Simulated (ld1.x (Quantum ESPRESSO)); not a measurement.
rubidium, TM: configuration errors across variants

Rb, norm-conserving Troullier–Martins (Kleinman–Bylander form), made with ld1.x (Quantum ESPRESSO) 7.5 (PBE, scalar-relativistic). Core [Kr], reference 4d0.5 5s0.5 5p0. Waves: 5s (bound): rc 3.40 bohr; 5p (bound, empty): rc 3.85 bohr; 4d (bound): rc 4.20 bohr. Local part: the d channel. Core correction: a·sin(br)/r model core inside 2.75 bohr.

All-electron excitation energies from the reference (eV): (1) 4d0 5s1 5p0 -1.117; (2) 4d0 5s0.5 5p0 0.461; (3) 4d0 5s0 5p1 0.403; (4) 4d1 5s0 5p0 1.123.

A true bound ghost makes a file unfit for plane-wave use even where its test errors are small: the radial tests pick states by their node count and pass the ghost by.

Errors AE − PS in meV (a dash: test not solved or not reliable):

```csv
change,(1),(2),(3),(4),bound ghosts
base,-4.4,+4.3,-0.4,+0.8,s
core correction a·sin(br)/r model core inside 1.34 bohr,-4.5,+4.2,-1.3,+0.6,s
core correction a·sin(br)/r model core inside 1.74 bohr,-4.5,+4.2,-1.3,+0.6,s
core correction a·sin(br)/r model core inside 2.16 bohr,-4.5,+4.2,-1.3,+0.6,s
core correction a·sin(br)/r model core inside 2.44 bohr,-4.5,+4.2,-1.2,+0.7,s
core correction a·sin(br)/r model core inside 3.02 bohr,-3.7,+4.5,+1.8,+1.7,s
core correction a·sin(br)/r model core inside 3.34 bohr,-1.8,+4.9,+5.9,+4.2,s
core correction a·sin(br)/r model core inside 3.64 bohr,+0.7,+5.5,+11,+8.5,s
core correction a·sin(br)/r model core inside 4.18 bohr,+1.5,+7.3,+20,+15,s
```

Question: Give the same row for: core correction none.

Answer: +8.7, +15, +57, +24; bound ghosts: s.
